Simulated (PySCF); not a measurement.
## Ionisation energy of Cr by level of theory

Cr [Ar] 3d5 4s1 (7S) → Cr⁺ [Ar] 3d5 (6S), as a difference of total energies. All numbers are calculated (PySCF 2.14, no relativity, point nucleus, in def2-TZVPPD (6s6p4d2f1g, 67 functions)). Correlated levels: valence and next inner shell: [Ne] frozen. The calculations carry no spin-orbit coupling.

**Question.** Order these methods by the ionisation energy they give, lowest first.
A. SCS-MP2 (valence and next inner shell)
B. CCSD (valence and next inner shell)
C. UHF
D. MP2 (valence and next inner shell)

**Answer.** C (5.915 eV), A (6.298 eV), B (6.542 eV), D (6.611 eV).

These non-relativistic numbers lack the scalar-relativistic shift.

Errors of the correlated levels include the incompleteness of this basis and the frozen core.

For comparison: 6.767 eV (measured; NIST Atomic Spectra Database, ionization energies).
